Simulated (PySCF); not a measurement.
# Calculated NMR data

Theoretical values (PySCF 2.14.0 with density-fitted response routines): GFN2-xTB structure, NMR shieldings at PBE0/pcSseg-1/GIAO. Non-relativistic, one computed conformer, in vacuum, fast rotation and ring inversion assumed for equivalent nuclei.

Scale: 1H (σ = 31.72 ppm) and 13C (σ = 186.93 ppm) vs TMS (reference shieldings calculated alike). Where no couplings were computed, multiplicities follow the n + 1 count of equivalent neighbours, and m marks all less simple cases (inequivalent or close neighbours, rings, F or P nearby). Shifts are as computed. Against solution values, carbons near 30 ppm lie about +3 ppm off and those near 130 ppm about +5 ppm. Of 1211 compounds with measured shifts, 218 miss one by over three times the rms of a fit or turn the order of signals round; such compounds aren't used in these exercises.

**1.** SMILES C=C(C#N)[SiH](C)C, C5H9NSi. 1H NMR (400 MHz, computed): δ 6.84 (br s, 1H), 6.63 (br s, 1H), 4.58 (sept, 1H), 0.38 (d, 6H). 13C{1H} NMR (computed): δ 153.9 (CH2), 131.3 (C), 123.7 (C), -3.2 (CH3).

**2.** SMILES N#CCC1C[SiH2]C1, C5H9NSi. 1H NMR (400 MHz, computed): δ 4.70 (m, 1H), 4.68 (m, 1H), 2.74 (m, 1H), 2.21 (d, 2H), 1.82 (m, 2H), 1.15 (m, 2H). 13C{1H} NMR (computed): δ 123.3 (C), 34.1 (CH), 29.1 (CH2), 17.6 (CH2).
